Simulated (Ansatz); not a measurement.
Reaction: BNH6 (SMILES [BH3-][NH3+]) → BNH6+ (parent SMILES [BH3-][NH3+], doublet) + e-
Each species at its own B3LYP-D3(BJ)/def2-TZVP minimum (Ansatz, a program for electronic structure).

Quantity: adiabatic ionisation energy (electronic), in eV. Radicals and triplets start from unrestricted determinants; spin-orbit coupling is neglected. CBS(X,Y): correlation extrapolated as X^-3, Hartree-Fock from the larger set. A bracket is a step between two methods taken in the basis named. Functionals run without relativity, which enters their misses. Double hybrids freeze cores in their MP2 part. 'core' is core correlation in cc-pwCVTZ, 'X2C' scalar relativity in cc-pVTZ-DK, both at CCSD(T). The spin of H6BN+ (parent SMILES [BH3-][NH3+], doublet) was assumed, and the state is the lowest solution found for it.

CCSD(T)/CBS(cc-pVTZ,cc-pVQZ) + [CCSDT(Q) - CCSD(T)]/cc-pVDZ + core + X2C (Ansatz) gives 9.32 eV.

How far off this value is PBE/def2-TZVPD (Ansatz), in which direction, and how far these levels: r2SCAN/def2-TZVPD, B3LYP/def2-TZVPD, wB97M-V/def2-TZVPD, B2PLYP/def2-TZVPD, CCSD(T)/CBS(cc-pVTZ,cc-pVQZ) + core + X2C?

PBE gives 9.00 eV, 0.32 eV below it. Differences of the others: r2SCAN/def2-TZVPD (Ansatz) -0.32; B3LYP/def2-TZVPD (Ansatz) -0.09; wB97M-V/def2-TZVPD (Ansatz) -0.11; B2PLYP/def2-TZVPD (Ansatz) -0.14; CCSD(T)/CBS(cc-pVTZ,cc-pVQZ) + core + X2C (Ansatz) 0.01 eV.
